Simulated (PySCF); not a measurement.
## Calculated data, CH$_{5}$B$_{2}$, BFH$_{2}$NSi, AlBF$_{2}$H$_{3}$, CH$_{7}$BOSi and others

All values are calculated (PySCF 2.14.0). Calculation on a computer-drawn molecule: the log of a Hartree-Fock and frozen-core CCSD(T) single point meant for a local Hartree-Fock minimum, with one planted fault or none, to be diagnosed. Offsets are logged minus clean, where the clean run is the same molecule without the fault. The reference is restricted for singlets and unrestricted otherwise, and also for a bond in bohr or an excited solution. Adding or removing an electron swaps singlet and doublet. The excited solution moves the top pair (singlet) or top alpha electron (doublet) to the lowest empty orbital. Highest occupied and lowest empty are orbital energies over both spins, largest force is the largest gradient component, triples share is (T) over the correlation energy, the T1 limit is 0.02 restricted and 0.045 unrestricted, electrons count all cores, a negative frequency is imaginary (commonest isotopes), and the dipole is about the centre of nuclear charge.

Common to all runs: logged SCF converged yes; logged CC converged yes; logged SCF stable within its kind yes; possible faults no fault, one electron removed, one electron added, multiplicity raised by two, geometry at a saddle point, SCF held on an excited solution, minimal basis STO-3G, one bond length entered in bohr, all coordinates scaled.

(1) CH$_{5}$B$_{2}$

Logged structure:
```xyz
8
CH5B2
B     -1.0551    -2.1858    -2.0767
B     -0.5054    -1.4282    -0.7650
C      0.1432    -2.1105     0.5160
H     -1.4672    -2.7121    -3.0536
H     -0.6101    -0.2240    -0.7861
H      0.2111    -3.1995     0.4782
H     -0.4319    -1.8362     1.4077
H      1.1522    -1.7121     0.6719
```

```
meant charge                         : 0
meant multiplicity                   : 2
meant basis                          : cc-pVDZ
logged electrons                     : 21
logged basis functions               : 67
logged spin squared                  : 3.7655
logged highest occupied              : -7.9554 eV
logged lowest empty                  : -1.3499 eV
logged largest force                 : 0.069286 hartree/bohr
logged T1 diagnostic                 : 0.027171
logged D1 diagnostic                 : 0.13414
logged triples share                 : 0.029324
logged dipole magnitude              : 1.4516 debye
logged energy HF                     : -89.92234 hartree
logged energy CCSD(T)                : -90.25867 hartree
planted fault                        : multiplicity raised by two
HF energy offset from clean run      : 93.65 kcal/mol
CCSD(T) energy offset from clean run : 98.81 kcal/mol
```

Drawn bonds:
| atom | other atom | order |
| --- | --- | --- |
| 1 | 2 | 1 |
| 2 | 3 | 1 |
| 1 | 4 | 1 |
| 2 | 5 | 1 |
| 3 | 6 | 1 |
| 3 | 7 | 1 |
| 3 | 8 | 1 |

(2) BFH$_{2}$NSi

Logged structure:
```xyz
6
BFH2NSi
N      1.9154     0.1417     0.0000
B      0.6595     0.0829     0.0000
Si    -1.2447     0.0004     0.0000
F     -1.9780    -1.4841     0.0000
H      2.8941     0.1923     0.0000
H     -2.2462     1.0668     0.0000
```

```
meant charge                         : -1
meant multiplicity                   : 1
meant basis                          : aug-cc-pV(D+d)Z
logged electrons                     : 38
logged basis functions               : 119
logged spin squared                  : 0
logged highest occupied              : -0.78509 eV
logged lowest empty                  : 3.692 eV
logged largest force                 : 2.075e-05 hartree/bohr
logged lowest frequency              : -720.56 cm⁻¹
logged T1 diagnostic                 : 0.016175
logged D1 diagnostic                 : 0.041867
logged triples share                 : 0.036997
logged dipole magnitude              : 1.0972 debye
logged energy HF                     : -468.70101 hartree
logged energy CCSD(T)                : -469.32233 hartree
planted fault                        : geometry at a saddle point
HF energy offset from clean run      : 33.96 kcal/mol
CCSD(T) energy offset from clean run : 30.12 kcal/mol
```

Drawn bonds:
| atom | other atom | order |
| --- | --- | --- |
| 1 | 2 | 2 |
| 2 | 3 | 1 |
| 3 | 4 | 1 |
| 1 | 5 | 1 |
| 3 | 6 | 1 |

(3) AlBF$_{2}$H$_{3}$

Logged structure:
```xyz
7
AlBF2H3
F     -2.5929     2.2344    -1.3562
B     -1.6766     1.1004    -1.1966
Al    -1.9887     0.1555     0.7624
F     -1.1177    -1.1943     1.3009
H     -1.8815     0.2521    -2.0751
H     -0.5005     1.4829    -1.2614
H     -3.0036     0.4900     2.0022
```

```
meant charge                         : -1
meant multiplicity                   : 1
meant basis                          : aug-cc-pV(D+d)Z
logged electrons                     : 40
logged basis functions               : 128
logged spin squared                  : 2.0087
logged highest occupied              : -0.38244 eV
logged lowest empty                  : 3.2702 eV
logged largest force                 : 0.074622 hartree/bohr
logged T1 diagnostic                 : 0.020584
logged D1 diagnostic                 : 0.10383
logged triples share                 : 0.026106
logged dipole magnitude              : 2.3757 debye
logged energy HF                     : -467.28692 hartree
logged energy CCSD(T)                : -467.91969 hartree
planted fault                        : multiplicity raised by two
HF energy offset from clean run      : 56.43 kcal/mol
CCSD(T) energy offset from clean run : 65.44 kcal/mol
```

Drawn bonds:
| atom | other atom | order |
| --- | --- | --- |
| 1 | 2 | 1 |
| 2 | 3 | 1 |
| 3 | 4 | 1 |
| 2 | 5 | 1 |
| 2 | 6 | 1 |
| 3 | 7 | 1 |

(4) CH$_{7}$BOSi

Logged structure:
```xyz
11
CH7BOSi
B     -1.9658    -1.4977     2.3046
C     -0.6066    -1.0050     2.9223
O      0.5548    -1.6736     2.4759
Si     1.5658    -1.2140     1.2669
H     -2.0168    -2.3634     1.4783
H     -3.8777    -0.5175     3.0386
H     -0.5229     0.0841     2.7846
H     -0.6694    -1.1377     4.0098
H      2.1426     0.1229     1.5486
H      2.6364    -2.2234     1.1846
H      0.8484    -1.1310    -0.0286
```

```
meant charge                         : 0
meant multiplicity                   : 1
meant basis                          : cc-pV(D+d)Z
logged electrons                     : 40
logged basis functions               : 100
logged spin squared                  : 0.6301
logged highest occupied              : -9.7933 eV
logged lowest empty                  : 1.7163 eV
logged largest force                 : 0.022941 hartree/bohr
logged T1 diagnostic                 : 0.056123
logged D1 diagnostic                 : 0.27489
logged triples share                 : 0.028692
logged dipole magnitude              : 0.72551 debye
logged energy HF                     : -430.30957 hartree
logged energy CCSD(T)                : -430.88934 hartree
planted fault                        : one bond length entered in bohr, row 5 of the drawn bonds
HF energy offset from clean run      : 76.76 kcal/mol
CCSD(T) energy offset from clean run : 75.55 kcal/mol
```

Drawn bonds:
| atom | other atom | order |
| --- | --- | --- |
| 1 | 2 | 1 |
| 2 | 3 | 1 |
| 3 | 4 | 1 |
| 1 | 5 | 1 |
| 1 | 6 | 1 |
| 2 | 7 | 1 |
| 2 | 8 | 1 |
| 4 | 9 | 1 |
| 4 | 10 | 1 |
| 4 | 11 | 1 |

Notes: T1 above single-reference limit.

(5) C$_{2}$H$_{6}$FSi

Logged structure:
```xyz
10
C2H6FSi
C     -1.8124    -2.2435    -2.3105
Si    -1.4310    -0.5390    -1.6318
C     -2.0280     0.8345    -2.7580
F     -2.2397    -0.3912    -0.2250
H     -1.3058    -2.4013    -3.2667
H     -1.4890    -3.0252    -1.6195
H     -2.8902    -2.3532    -2.4697
H     -3.1072     0.7452    -2.9209
H     -1.5283     0.7830    -3.7293
H     -1.8294     1.8167    -2.3232
```

```
meant charge                         : 0
meant multiplicity                   : 2
meant basis                          : cc-pV(D+d)Z
logged electrons                     : 42
logged basis functions               : 95
logged spin squared                  : 0
logged highest occupied              : 0.13061 eV
logged lowest empty                  : 9.3599 eV
logged largest force                 : 0.11877 hartree/bohr
logged T1 diagnostic                 : 0.011206
logged D1 diagnostic                 : 0.035607
logged triples share                 : 0.02354
logged dipole magnitude              : 3.4221 debye
logged energy HF                     : -467.60913 hartree
logged energy CCSD(T)                : -468.25549 hartree
planted fault                        : one electron added
HF energy offset from clean run      : 27.35 kcal/mol
CCSD(T) energy offset from clean run : 8.604 kcal/mol
```

Drawn bonds:
| atom | other atom | order |
| --- | --- | --- |
| 1 | 2 | 1 |
| 2 | 3 | 1 |
| 2 | 4 | 1 |
| 1 | 5 | 1 |
| 1 | 6 | 1 |
| 1 | 7 | 1 |
| 3 | 8 | 1 |
| 3 | 9 | 1 |
| 3 | 10 | 1 |

Notes: highest electron not bound in this basis.

(6) BH$_{4}$OSi

Logged structure:
```xyz
7
BH4OSi
B     -1.7276     0.6059    -0.6239
Si     0.2761     0.5799    -1.0036
O      0.9344    -0.2583    -2.1644
H     -2.3870     1.4391    -1.1575
H     -2.1665    -0.2072     0.1244
H      1.2925     1.3177    -0.2592
H      0.5593    -0.8360    -2.8204
```

```
meant charge                         : 1
meant multiplicity                   : 1
meant basis                          : cc-pV(D+d)Z
logged electrons                     : 30
logged basis functions               : 71
logged spin squared                  : 0
logged highest occupied              : -17.858 eV
logged lowest empty                  : -4.7016 eV
logged largest force                 : 3.325e-05 hartree/bohr
logged lowest frequency              : 142.38 cm⁻¹
logged T1 diagnostic                 : 0.016033
logged D1 diagnostic                 : 0.051257
logged triples share                 : 0.022996
logged dipole magnitude              : 1.6424 debye
logged energy HF                     : -390.54494 hartree
logged energy CCSD(T)                : -390.93163 hartree
planted fault                        : no fault
HF energy offset from clean run      : 0 kcal/mol
CCSD(T) energy offset from clean run : 0 kcal/mol
```

Drawn bonds:
| atom | other atom | order |
| --- | --- | --- |
| 1 | 2 | 1 |
| 2 | 3 | 1 |
| 1 | 4 | 1 |
| 1 | 5 | 1 |
| 2 | 6 | 1 |
| 3 | 7 | 1 |

(7) CH$_{4}$AlBO

Logged structure:
```xyz
8
CH4AlBO
C     -0.6301    -0.8547     0.4024
B      0.0729    -0.1772    -0.8410
O      0.3692     1.1402    -0.8771
Al     0.7970     2.7806    -1.0566
H      0.0042    -1.6576     0.7969
H     -0.8550    -0.1572     1.2129
H     -1.5618    -1.3396     0.0875
H      0.3615    -0.8570    -1.8016
```

```
meant charge                         : 0
meant multiplicity                   : 1
meant basis                          : cc-pV(D+d)Z
logged electrons                     : 36
logged basis functions               : 85
logged spin squared                  : 2.0019
logged highest occupied              : -6.2774 eV
logged lowest empty                  : -0.36864 eV
logged largest force                 : 0.0087436 hartree/bohr
logged T1 diagnostic                 : 0.018104
logged D1 diagnostic                 : 0.063117
logged triples share                 : 0.027097
logged dipole magnitude              : 1.5308 debye
logged energy HF                     : -381.68801 hartree
logged energy CCSD(T)                : -382.16703 hartree
planted fault                        : multiplicity raised by two
HF energy offset from clean run      : 53.21 kcal/mol
CCSD(T) energy offset from clean run : 72.52 kcal/mol
```

Drawn bonds:
| atom | other atom | order |
| --- | --- | --- |
| 1 | 2 | 1 |
| 2 | 3 | 1 |
| 3 | 4 | 1 |
| 1 | 5 | 1 |
| 1 | 6 | 1 |
| 1 | 7 | 1 |
| 2 | 8 | 1 |

(8) BH$_{7}$Si$_{2}$

Logged structure:
```xyz
10
BH7Si2
B      0.4253    -1.8251     0.8272
Si     0.6212    -0.5195    -0.7715
Si     2.5315     0.9162    -0.3778
H      0.9961    -2.9063     0.8358
H     -0.2215    -1.5162     1.8177
H      0.8493    -1.2492    -2.0790
H     -0.5986     0.3637    -0.9340
H      2.3522     1.6927     0.9070
H      2.6928     1.8957    -1.5168
H      3.7948     0.0935    -0.2639
```

```
meant charge                         : 0
meant multiplicity                   : 1
meant basis                          : cc-pV(D+d)Z
logged electrons                     : 40
logged basis functions               : 95
logged spin squared                  : 0
logged highest occupied              : -10.406 eV
logged lowest empty                  : 1.1123 eV
logged largest force                 : 0.0096241 hartree/bohr
logged T1 diagnostic                 : 0.013534
logged D1 diagnostic                 : 0.037804
logged triples share                 : 0.025228
logged dipole magnitude              : 0.46194 debye
logged energy HF                     : -606.58762 hartree
logged energy CCSD(T)                : -606.95293 hartree
planted fault                        : all coordinates scaled, by +1.9 %
HF energy offset from clean run      : 1.666 kcal/mol
CCSD(T) energy offset from clean run : 1.199 kcal/mol
```

Drawn bonds:
| atom | other atom | order |
| --- | --- | --- |
| 1 | 2 | 1 |
| 2 | 3 | 1 |
| 1 | 4 | 1 |
| 1 | 5 | 1 |
| 2 | 6 | 1 |
| 2 | 7 | 1 |
| 3 | 8 | 1 |
| 3 | 9 | 1 |
| 3 | 10 | 1 |

(9) AlBH$_{5}$OSi

Logged structure:
```xyz
9
AlBH5OSi
O     -1.2904     0.3499     1.6170
Si    -0.6933     0.5247     0.0810
B      1.3068     0.6739     0.0876
Al     3.3810     0.8315     0.0753
H     -2.2261     0.2700     1.7293
H     -1.0838    -0.6425    -0.7502
H     -1.2617     1.7439    -0.5482
H      4.0569     2.2585     0.1794
H      4.2639    -0.4758    -0.0483
```

```
meant charge                         : 0
meant multiplicity                   : 2
meant basis                          : cc-pV(D+d)Z
logged electrons                     : 46
logged basis functions               : 99
logged spin squared                  : 0
logged highest occupied              : -0.93199 eV
logged lowest empty                  : 6.3407 eV
logged largest force                 : 0.04365 hartree/bohr
logged T1 diagnostic                 : 0.017464
logged D1 diagnostic                 : 0.057184
logged triples share                 : 0.029541
logged dipole magnitude              : 6.8831 debye
logged energy HF                     : -633.26644 hartree
logged energy CCSD(T)                : -633.77933 hartree
planted fault                        : one electron added
HF energy offset from clean run      : 3.538 kcal/mol
CCSD(T) energy offset from clean run : -23.2 kcal/mol
```

Drawn bonds:
| atom | other atom | order |
| --- | --- | --- |
| 1 | 2 | 1 |
| 2 | 3 | 1 |
| 3 | 4 | 1 |
| 1 | 5 | 1 |
| 2 | 6 | 1 |
| 2 | 7 | 1 |
| 4 | 8 | 1 |
| 4 | 9 | 1 |

(10) H$_{6}$N$_{2}$OSi

Logged structure:
```xyz
10
H6N2OSi
N     -1.7429    -1.2535     1.1148
Si    -0.7055    -1.0427    -0.2342
N     -0.1742     0.5794    -0.1508
O     -1.5592    -1.5097    -1.5682
H     -1.4292    -0.9444     2.0158
H     -2.2542    -2.1121     1.2014
H      0.5074    -1.8751    -0.3144
H     -0.8339     1.3247    -0.0284
H      0.5947     0.8773    -0.7210
H     -2.4167    -1.1321    -1.6946
```

```
meant charge                         : 0
meant multiplicity                   : 1
meant basis                          : cc-pV(D+d)Z
logged electrons                     : 43
logged basis functions               : 95
logged spin squared                  : 0.7534
logged highest occupied              : 4.4969 eV
logged lowest empty                  : 9.1281 eV
logged largest force                 : 0.027594 hartree/bohr
logged T1 diagnostic                 : 0.014939
logged D1 diagnostic                 : 0.070688
logged triples share                 : 0.026506
logged dipole magnitude              : 1.2775 debye
logged energy HF                     : -476.14534 hartree
logged energy CCSD(T)                : -476.85543 hartree
planted fault                        : one electron added
HF energy offset from clean run      : 107.7 kcal/mol
CCSD(T) energy offset from clean run : 89.3 kcal/mol
```

Drawn bonds:
| atom | other atom | order |
| --- | --- | --- |
| 1 | 2 | 1 |
| 2 | 3 | 1 |
| 2 | 4 | 1 |
| 1 | 5 | 1 |
| 1 | 6 | 1 |
| 2 | 7 | 1 |
| 3 | 8 | 1 |
| 3 | 9 | 1 |
| 4 | 10 | 1 |

Notes: highest electron not bound in this basis.
